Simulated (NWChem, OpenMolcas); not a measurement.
BBrCl2 (bromodichloroborane): the vertical energy of the triplet above the singlet, rung by rung

BBrCl2: 4 atoms, total charge 0, spin state singlet. As SMILES, `ClB(Cl)Br`. The shape is that of a PBE0-D4/def2-TZVP optimisation.

Quantity: the vertical energy of the triplet above the singlet, in eV. The values are calculated.

| level | kind | program | value (eV) |
| --- | --- | --- | --- |
| HF/cc-pVDZ | Hartree–Fock | OpenMolcas | 5.63 |
| SVWN5/cc-pVDZ | LDA | OpenMolcas | 4.95 |
| BLYP/cc-pVDZ | GGA | OpenMolcas | 4.87 |
| M06-L/cc-pVDZ | meta-GGA | OpenMolcas | 5.14 |
| B3LYP/cc-pVDZ | global hybrid | NWChem | 5.19 |
| wB97X/cc-pVDZ | range-separated hybrid | NWChem | 5.67 |
| B2PLYP/cc-pVDZ | double hybrid | NWChem | 5.59 |
| MP2/cc-pVDZ | perturbation theory | NWChem | 6.18 |
| MP3/cc-pVDZ | perturbation theory | NWChem | 6.03 |
| CCSD/cc-pVDZ | coupled cluster or CI | NWChem | 5.88 |

All-electron rows without a relativistic Hamiltonian named are non-relativistic. Spin-orbit coupling, which can split open shells on such heavy atoms by tenths of an eV, is left out. The values span 4.87 to 6.18 eV. A triplet this far above the singlet is often a Rydberg-like or dissociative state; sets without diffuse functions put Rydberg states too high. In the correlated wave-function rows the outer d shell of Br is correlated, in sets not made for it.
